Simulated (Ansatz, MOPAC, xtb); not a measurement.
Donor–acceptor adduct: AlH3 (SMILES [AlH3]) (first 4 atoms) with H2S (SMILES S); geometry from B3LYP-D3(BJ)/def2-TZVP, rigid monomers moved along the line of their centres of mass till Al1···S5 is 2.32 Å.
(charge 0, multiplicity 1):
```xyz
7

Al    -0.252    -0.126     0.492
H     -1.002    -1.493     0.800
H     -1.117     1.197     0.339
H      1.197    -0.184    -0.156
S      0.497     0.359     2.632
H      1.003    -0.849     2.934
H     -0.650     0.124     3.293
```

Monomers are frozen at their geometry in the pair; levels with a basis set take the counterpoise correction.

The state reached by PM6 isn't checked.

Run with Ansatz (a first-principles code); MOPAC for PM6 (differences of heats of formation); xtb for the GFN methods. Values without a source in brackets are computed.

Problem. One of these levels gives -111.3 kJ/mol for the interaction energy. Which one is it?
A) GFN1-xTB
B) HF/aug-cc-pV(T+d)Z
C) PM6
D) HF/aug-cc-pV(D+d)Z

Solution. A, GFN1-xTB. The others give -51.5 (PM6), -17.7 (HF/aug-cc-pV(D+d)Z), -23.4 (HF/aug-cc-pV(T+d)Z)
